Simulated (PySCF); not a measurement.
C$_{2}$H$_{5}$Zn (SMILES C[CH2][Zn+]), charge +1, singlet, geometry from GFN2-xTB (such geometries of metal compounds can be far from the true shape); PBE0/3-21G (PySCF).

Input for PySCF:
```python
from pyscf import gto, scf, dft

mol = gto.Mole()
mol.atom = '''
    Zn    0.468642    0.636629    0.484463
    C    -0.101186   -1.118430   -0.529624
    C    -1.456656   -1.029404   -1.094492
    H     0.014885   -1.836432    0.285543
    H     0.705247   -1.164561   -1.265173
    H    -1.563699   -0.274892   -1.874824
    H    -2.244426   -0.937386   -0.345749
    H    -1.624224   -1.998595   -1.589008
'''
mol.basis = '3-21g'
mol.charge = 1
mol.spin = 0
mol.verbose = 4
mol.build()

mf = dft.RKS(mol)
mf.xc = 'pbe0'
mf.kernel()
```

Output, abridged:

```
PySCF version 2.14.0

[INPUT] verbose = 4
[INPUT] num. atoms = 8
[INPUT] num. electrons = 46
[INPUT] charge = 1
[INPUT] spin (= nelec alpha-beta = 2S) = 0
[INPUT] symmetry False subgroup None
[INPUT] Mole.unit = angstrom
[INPUT] Symbol           X                Y                Z      unit          X                Y                Z       unit  Magmom
[INPUT]  1 Zn     0.468642000000   0.636629000000   0.484463000000 AA    0.885605030468   1.203054452956   0.915502387485 Bohr   0.0
[INPUT]  2 C     -0.101186000000  -1.118430000000  -0.529624000000 AA   -0.191213827640  -2.113526389497  -1.000844308997 Bohr   0.0
[INPUT]  3 C     -1.456656000000  -1.029404000000  -1.094492000000 AA   -2.752680897704  -1.945291631532  -2.068290125527 Bohr   0.0
[INPUT]  4 H      0.014885000000  -1.836432000000   0.285543000000 AA    0.028128573364  -3.470353526387   0.539598066787 Bohr   0.0
[INPUT]  5 H      0.705247000000  -1.164561000000  -1.265173000000 AA    1.332723680171  -2.200701345350  -2.390830470194 Bohr   0.0
[INPUT]  6 H     -1.563699000000  -0.274892000000  -1.874824000000 AA   -2.954962851256  -0.519470593834  -3.542903891762 Bohr   0.0
[INPUT]  7 H     -2.244426000000  -0.937386000000  -0.345749000000 AA   -4.241350446853  -1.771402813002  -0.653370917842 Bohr   0.0
[INPUT]  8 H     -1.624224000000  -1.998595000000  -1.589008000000 AA   -3.069338524946  -3.776797183925  -3.002789929743 Bohr   0.0

nuclear repulsion = 140.677481376867
number of shells = 31
number of NR pGTOs = 99
number of NR cGTOs = 55
basis = 3-21g
ecp = {}

******** <class 'pyscf.dft.rks.RKS'> ********
method = RKS
initial guess = minao
damping factor = 0
level_shift factor = 0
DIIS = <class 'pyscf.scf.diis.CDIIS'>
diis_start_cycle = 1
diis_space = 8
diis_damp = 0
SCF conv_tol = 1e-09
SCF conv_tol_grad = None
SCF max_cycles = 50
direct_scf = True
direct_scf_tol = 1e-13
XC library pyscf.dft.libxc version 7.1.2
    S. Lehtola, C. Steigemann, M. J. T. Oliveira, and M. A. L. Marques,  SoftwareX 7, 1–5 (2018)
XC functionals = pbe0
    C. Adamo and V. Barone,  J. Chem. Phys. 110, 6158 (1999)
    M. Ernzerhof and G. E. Scuseria,  J. Chem. Phys. 110, 5029 (1999)
radial grids:
    Treutler-Ahlrichs [JCP 102, 346 (1995); DOI:10.1063/1.469408] (M4) radial grids

becke partition: Becke, JCP 88, 2547 (1988); DOI:10.1063/1.454033
pruning grids: <function nwchem_prune>
grids dens level: 3
symmetrized grids: False
atomic radii adjust function: <function treutler_atomic_radii_adjust>
small_rho_cutoff = 0
Set gradient conv threshold to 3.16228e-05
Initial guess from minao.
tot grids = 97920
init E= -1847.51752874355
  HOMO = -0.326461626212994  LUMO = -0.185345340691837  gap/eV = 3.83997
cycle= 1 E= -1848.65166001741  delta_E= -1.13  |g|= 0.328  |ddm|= 2.38
  HOMO = -0.461253795416949  LUMO = -0.31093062328881  gap/eV = 4.09050
cycle= 2 E= -1848.64230469706  delta_E= 0.00936  |g|= 0.342  |ddm|= 0.722
  HOMO = -0.481563600647366  LUMO = -0.318471669965531  gap/eV = 4.43796
cycle= 3 E= -1848.66824816239  delta_E= -0.0259  |g|= 0.102  |ddm|= 0.458
  HOMO = -0.474973788265572  LUMO = -0.313542118275473  gap/eV = 4.39278
cycle= 4 E= -1848.67126089021  delta_E= -0.00301  |g|= 0.0135  |ddm|= 0.128
  HOMO = -0.473348366248054  LUMO = -0.311105880445842  gap/eV = 4.41484
cycle= 5 E= -1848.67130067155  delta_E= -3.98e-05  |g|= 0.0038  |ddm|= 0.0197
  HOMO = -0.473604938814715  LUMO = -0.311393982500457  gap/eV = 4.41398
cycle= 6 E= -1848.67130468521  delta_E= -4.01e-06  |g|= 0.0008  |ddm|= 0.00646
  HOMO = -0.473683129418267  LUMO = -0.311438943180602  gap/eV = 4.41489
cycle= 7 E= -1848.6713048314  delta_E= -1.46e-07  |g|= 0.000215  |ddm|= 0.000839
  HOMO = -0.473680851957095  LUMO = -0.311416300093813  gap/eV = 4.41544
cycle= 8 E= -1848.67130485015  delta_E= -1.88e-08  |g|= 8.12e-05  |ddm|= 0.00038
  HOMO = -0.473684885182581  LUMO = -0.311422310910729  gap/eV = 4.41539
cycle= 9 E= -1848.67130485134  delta_E= -1.18e-09  |g|= 4.49e-06  |ddm|= 0.000126
  HOMO = -0.473684872748104  LUMO = -0.311422132709158  gap/eV = 4.41539
cycle= 10 E= -1848.67130485136  delta_E= -2.14e-11  |g|= 8.71e-07  |ddm|= 1.64e-05
  HOMO = -0.473685072685748  LUMO = -0.311422192361527  gap/eV = 4.41540
Extra cycle  E= -1848.67130485136  delta_E= -8.41e-12  |g|= 8.75e-07  |ddm|= 2.95e-06
converged SCF energy = -1848.67130485136
```
